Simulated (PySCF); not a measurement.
# Electron correlation in Ar⁺ (argon, charge +1)

[Ne] 3s2 3p5, 2P determinant. Computed with PySCF 2.14 in def2-SVP (4s3p1d, 18 functions), with the non-relativistic Hamiltonian (point nucleus). Frozen: [Ne]; 7 electrons correlated.

MP2 pair energies summed by pair of shells (mhartree):

```csv
pair,energy,share (%)
3p-3p,-78.48,68.8
3s-3p,-28.91,25.3
3s-3s,-6.69,5.9
```

Total MP2 correlation energy: -114.09 mhartree.

Same-spin part -28.74 and opposite-spin part -85.35 mhartree; SCS-MP2 scales them by 1/3 and 6/5 to -112.00 mhartree.

```csv
level,correlation energy (mhartree)
CCSD,-130.61
(T),-0.89
CCSD(T),-131.50
```

Diagnostics: T1 = 0.0043, D1 = 0.0159, largest double amplitude 0.050.

Question: Is a single reference adequate?

Answer: Yes: T1 lies below 0.03 and no double amplitude reaches 0.07.
